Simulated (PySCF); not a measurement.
**Fractional electron number in Cr+ (chromium, charge +1)**

The 3d alpha orbital of [Ar] 3d5 is emptied in steps (occupation f), with all orbitals relaxed, ending at [Ar] 3d4. Calculation: PySCF 2.14, in def2-SVP; no relativity, point nucleus. The exact energy is a straight line in f; departures are measured from the line between the end points of the same method.

Question: Among UHF, LDA, PBE, which shows the largest delocalisation error (convex curve), and which is closest to linear?

Answer: Most convex: LDA (-1.708 eV at f = 0.4); closest to linear: UHF (0.476 eV).

| f | UHF (eV) | LDA (eV) | PBE (eV) |
| --- | --- | --- | --- |
| 1 | 0.000 | 0.000 | 0.000 |
| 0.8 | 0.349 | -1.107 | -1.088 |
| 0.6 | 0.499 | -1.684 | -1.653 |
| 0.4 | 0.476 | -1.708 | -1.674 |
| 0.2 | 0.303 | -1.155 | -1.131 |
| 0 | 0.000 | 0.000 | 0.000 |

| method | E(f=0) − E(f=1) (eV) | −ε at f=1 (eV) | −ε at f=0.4 (eV) |
| --- | --- | --- | --- |
| UHF | 15.314 | 17.602 | 14.807 |
| LDA | 17.799 | 10.969 | 19.101 |
| PBE | 17.438 | 10.727 | 18.724 |

Reference removal energy between the ground levels: 16.486 eV (measured; NIST Atomic Spectra Database, ionization energies). The calculation has no spin-orbit coupling. The determinant left behind need not be the lowest term of the ion. UHF lacks correlation.
